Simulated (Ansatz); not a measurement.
Calculated with Ansatz (gas phase, PBE0-D4/def2-TZVP geometries, no zero-point term in ΔE). CBS: MP2 limit from def2 TZ/QZ plus the TZ coupled-cluster correction, frozen cores. Functionals use def2-TZVPP. For Ge outer-core shells are correlated without core-valence functions, which leaves a few kJ/mol of doubt a bond. Scalar relativity is left out up to krypton. Each species was taken in one conformer, which may not be the lowest.

`C[SiH](C)[GeH3]` + `CC#CS` → `CC#C[S][GeH3]` + `C[SiH2]C`  (cleavage of the Ge–Si bond)

| species | PBE0 energy (Eh) |
| --- | --- |
| `C[SiH](C)[GeH3]` | -2448.29509 |
| `CC#CS` | -514.62039 |
| `CC#C[S][GeH3]` | -2592.58035 |
| `C[SiH2]C` | -370.34666 |

Work out ΔE.

ΔE = (-2592.58035) + (-370.34666) − (-2448.29509) − (-514.62039) = -0.01153 Eh = -30.3 kJ/mol. CCSD(T)/CBS gives -32.6 kJ/mol.

Largest T1 diagnostic among the species: 0.012.

In def2-TZVPP, CCSD(T) changes the Hartree–Fock value by +12.9 kJ/mol (the triples alone add −0.2 kJ/mol) and MP2 by +5.8 kJ/mol.
